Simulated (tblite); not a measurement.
C2H10AsOSi2 (doublet state).
Atom-mapped SMILES: `[CH2:1][O:2][Si@@H:3]([AsH2:4])[CH2:5][SiH3:6]` (hydrogens: H7, H8 on C1; H9 on Si3; H10, H11 on As4; H12, H13 on C5; H14, H15, H16 on Si6)

Computed with GFN2-xTB (tblite), gas phase: L-BFGS steps from a force-field or distance-geometry start until the largest atomic force falls under 0.01 eV/Å.

Step 26: E = -523.2392 eV
```
atom  x, y, z in Å  |  force x, y, z in eV/Å
C1      2.8085   -1.4008    0.8500    0.016  -0.005   0.032
O2      1.5915   -1.1401    0.3541    0.063  -0.018   0.070
Si3     0.5355    0.1061    0.4851   -0.025   0.028   0.040
As4     0.9360    1.5359   -1.3063    0.031  -0.018  -0.061
C5     -1.1623   -0.7506    0.4094   -0.006   0.011  -0.017
Si6    -2.5709    0.3338   -0.2449   -0.014  -0.030  -0.002
H7      3.2528   -2.3302    0.5370   -0.054   0.104   0.039
H8      3.1255   -0.9041    1.7539   -0.052  -0.049  -0.142
H9      0.6948    0.7394    1.8095   -0.009  -0.020   0.044
H10     2.1053    2.1563   -0.5988    0.040   0.016  -0.020
H11     0.0538    2.6120   -0.7439    0.017   0.007   0.039
H12    -1.0779   -1.6373   -0.2179    0.028   0.004  -0.038
H13    -1.4290   -1.1123    1.4012    0.009  -0.021   0.005
H14    -3.0766    1.1932    0.8268    0.064   0.097   0.018
H15    -2.1230    1.1392   -1.3964   -0.021  -0.036   0.056
H16    -3.6716   -0.5314   -0.6627   -0.086  -0.071  -0.064
```

Step 27: E = -523.2419 eV
```
atom  x, y, z in Å  |  force x, y, z in eV/Å
C1      2.8096   -1.4027    0.8519    0.009   0.017   0.018
O2      1.5893   -1.1376    0.3715    0.000  -0.045   0.003
Si3     0.5321    0.1069    0.4887   -0.029   0.076   0.041
As4     0.9348    1.5370   -1.3066    0.052  -0.044  -0.040
C5     -1.1651   -0.7521    0.4050    0.036   0.034  -0.013
Si6    -2.5761    0.3331   -0.2452    0.036  -0.049  -0.001
H7      3.2502   -2.3298    0.5308   -0.039   0.069   0.031
H8      3.1338   -0.9062    1.7503   -0.002  -0.022  -0.070
H9      0.6853    0.7471    1.8114   -0.014  -0.024   0.033
H10     2.1094    2.1517   -0.6025    0.048   0.004  -0.024
H11     0.0673    2.6194   -0.7390   -0.018   0.019   0.045
H12    -1.0716   -1.6333   -0.2296   -0.003   0.009  -0.002
H13    -1.4297   -1.1163    1.3971    0.004  -0.042  -0.031
H14    -3.0726    1.1975    0.8259    0.054   0.100   0.022
H15    -2.1301    1.1334   -1.4015   -0.027  -0.036   0.059
H16    -3.6741   -0.5391   -0.6522   -0.107  -0.067  -0.071
```

Step 28: E = -523.2442 eV
```
atom  x, y, z in Å  |  force x, y, z in eV/Å
C1      2.8141   -1.4017    0.8511   -0.033   0.036   0.001
O2      1.5870   -1.1340    0.3909   -0.034  -0.053  -0.032
Si3     0.5287    0.1104    0.4930   -0.015   0.087   0.034
As4     0.9350    1.5360   -1.3088    0.050  -0.028   0.014
C5     -1.1668   -0.7522    0.4000    0.059   0.038  -0.005
Si6    -2.5818    0.3311   -0.2455    0.034  -0.064   0.009
H7      3.2458   -2.3296    0.5239   -0.022   0.040   0.022
H8      3.1460   -0.9114    1.7482    0.032   0.004  -0.019
H9      0.6732    0.7599    1.8126   -0.016  -0.028   0.024
H10     2.1137    2.1436   -0.6044    0.061  -0.010  -0.038
H11     0.0827    2.6252   -0.7297   -0.036   0.008   0.024
H12    -1.0649   -1.6279   -0.2421   -0.024   0.016   0.024
H13    -1.4305   -1.1220    1.3907    0.004  -0.053  -0.057
H14    -3.0689    1.2037    0.8248    0.055   0.080   0.006
H15    -2.1402    1.1258   -1.4070   -0.027  -0.033   0.054
H16    -3.6806   -0.5478   -0.6417   -0.088  -0.039  -0.060
```

Step 29: E = -523.2462 eV
```
atom  x, y, z in Å  |  force x, y, z in eV/Å
C1      2.8164   -1.4009    0.8513   -0.052   0.045  -0.024
O2      1.5848   -1.1317    0.4075   -0.101  -0.025  -0.058
Si3     0.5260    0.1143    0.4977    0.013   0.066   0.017
As4     0.9360    1.5350   -1.3093    0.039  -0.004   0.054
C5     -1.1669   -0.7517    0.3954    0.058   0.029   0.002
Si6    -2.5862    0.3283   -0.2457   -0.002  -0.068   0.025
H7      3.2415   -2.3281    0.5182    0.003  -0.009   0.003
H8      3.1575   -0.9160    1.7452    0.061   0.045   0.046
H9      0.6618    0.7714    1.8143   -0.015  -0.030   0.027
H10     2.1204    2.1357   -0.6073    0.062  -0.018  -0.046
H11     0.0944    2.6310   -0.7217   -0.031  -0.012   0.003
H12    -1.0598   -1.6227   -0.2529   -0.029   0.019   0.037
H13    -1.4312   -1.1283    1.3837    0.007  -0.057  -0.067
H14    -3.0647    1.2103    0.8237    0.059   0.048  -0.022
H15    -2.1497    1.1186   -1.4113   -0.025  -0.029   0.043
H16    -3.6879   -0.5562   -0.6328   -0.048   0.000  -0.041
```

**Question.** Estimate the geometry and energy of step 30. (The exact step hangs on the optimiser's Hessian estimate; all steps are aligned on step 29, rigid shifts and turns removed.)

**Answer.** E = -523.2486 eV, largest force 0.125 eV/Å
```
atom  x, y, z in Å  |  force x, y, z in eV/Å
C1      2.8181   -1.3994    0.8512   -0.078   0.053  -0.039
O2      1.5800   -1.1295    0.4261   -0.112  -0.001  -0.055
Si3     0.5230    0.1202    0.5038    0.035   0.031  -0.002
As4     0.9378    1.5341   -1.3084    0.019   0.024   0.082
C5     -1.1660   -0.7507    0.3899    0.039   0.014   0.008
Si6    -2.5916    0.3236   -0.2454   -0.045  -0.055   0.042
H7      3.2365   -2.3263    0.5115    0.013  -0.036  -0.010
H8      3.1724   -0.9205    1.7421    0.063   0.071   0.071
H9      0.6479    0.7845    1.8170   -0.011  -0.029   0.036
H10     2.1301    2.1260   -0.6118    0.063  -0.021  -0.048
H11     0.1074    2.6377   -0.7124   -0.017  -0.035  -0.020
H12    -1.0542   -1.6162   -0.2651   -0.024   0.018   0.039
H13    -1.4319   -1.1368    1.3741    0.012  -0.058  -0.061
H14    -3.0583    1.2191    0.8218    0.063   0.003  -0.054
H15    -2.1615    1.1094   -1.4155   -0.021  -0.025   0.028
H16    -3.6974   -0.5662   -0.6229    0.002   0.046  -0.015
```

The energy changes by -0.0024 eV. The first-order estimate −F·Δx gives -0.0032 eV and the mean of the old and new forces, exact on a quadratic surface, -0.0024 eV. The step makes an angle of 78° with the force vector and moves no atom by more than 0.019 Å.

The cost below is that of the whole relaxation. Hardware: Arm Neoverse V1, one thread, shared host. Cost: 1.1 s wall.
